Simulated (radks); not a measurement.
The numbers below are computed, except where a source is named.
Isoelectronic series with 5 electrons, each ion in its NIST ground configuration. Code: a radial shooting solver on a logarithmic mesh with Libxc functionals. Model: Dirac Kohn-Sham, PBE, spin-unpolarised, spherical densities, finite nucleus; open shells fill j = l - 1/2 first; Fermi nuclear charge, rms radius of each element as measured or else 0.836 A^(1/3) + 0.57 fm. Total energies (hartree) and orbital eigenvalues (Ry) (* marks an orbital that is empty in some or all of the ions):

ion,configuration,E (hartree),2p3/2*,2p1/2,2s1/2,1s1/2
B,[He] 2s2 2p1,-24.60328,-0.26494,-0.26518,-0.69397,-13.27271
N2+,[He] 2s2 2p1,-52.89395,-2.75594,-2.75813,-3.61284,-31.15191
F4+,[He] 2s2 2p1,-92.24251,-7.29349,-7.30207,-8.57675,-57.11705
Al8+,[He] 2s2 2p1,-204.19025,-22.40350,-22.45567,-24.56574,-133.2381
P10+,[He] 2s2 2p1,-276.86349,-32.96680,-33.06820,-35.59700,-183.4296
Cl12+,[He] 2s2 2p1,-360.73435,-45.53483,-45.71404,-48.66362,-241.7477
K14+,[He] 2s2 2p1,-455.86203,-60.10847,-60.40350,-63.77664,-308.2302
Sc16+,[He] 2s2 2p1,-562.31416,-76.68919,-77.14895,-80.94909,-382.9212
Mn20+,[He] 2s2 2p1,-809.50615,-115.8802,-116.8671,-121.5340,-557.1341
Co22+,[He] 2s2 2p1,-950.42568,-138.4956,-139.8743,-144.9821,-656.7745
Cu24+,[He] 2s2 2p1,-1103.02959,-163.1283,-165.0067,-170.5611,-764.8604
Ga26+,[He] 2s2 2p1,-1267.43163,-189.7818,-192.2865,-198.2940,-881.4669
As28+,[He] 2s2 2p1,-1443.75602,-218.4599,-221.7383,-228.2058,-1006.677
Br30+,[He] 2s2 2p1,-1632.13787,-249.1667,-253.3888,-260.3241,-1140.579
Rb32+,[He] 2s2 2p1,-1832.72348,-281.9067,-287.2673,-294.6785,-1283.272

Estimate the row of V18+ ([He] 2s2 2p1).

Answer. E (hartree) -680.16715; 2p3/2* -95.27897; 2p1/2 -95.96473; 2s1/2 -100.1959; 1s1/2 -465.8705.
